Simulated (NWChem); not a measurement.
C3H8O2; SMILES COCOC

```xyz
13

C      0.6750    -1.8991     0.1262
O     -0.5468    -1.2863    -0.2627
C     -0.6980     0.0068     0.2077
O      0.2517     0.8579    -0.3994
C      0.2047     2.1732     0.1089
H      0.7882    -1.8957     1.2219
H      1.5385    -1.3952    -0.3219
H      0.6313    -2.9326    -0.2252
H     -1.7210     0.3161    -0.0551
H     -0.5764     0.0508     1.3103
H      0.9740     2.7477    -0.4126
H     -0.7740     2.6481    -0.0692
H      0.4096     2.2030     1.1921
```
Atoms are numbered in this order, from 1.

Results from NWChem. Pople sets run with spherical d functions. Coordinates come from a B3LYP/6-31G* (spherical d) optimisation. Level M06-2X/6-31G*: energy and gradient on several grids; changes count from the extra-fine grid, which is no exact limit either.

Problem. Which is the coarsest grid (coarse; medium; fine; xfine; xcoarse) from which on the energy stays within 500 μHa and each gradient component within 500 μHa/bohr of xfine?

Solution. medium.
| grid | size of the energy change (μHa) | largest change of a gradient component (μHa/bohr) | time, medium = 1 (rough) |
|---|---|---|---|
| xcoarse | 3000 | 6000 | about 1 |
| coarse | 300 | 900 | about 1 |
| medium | 200 | 200 | about 1 |
| fine | < 10 | 60 | about 1 |
| xfine | < 10 | < 30 | 3 |
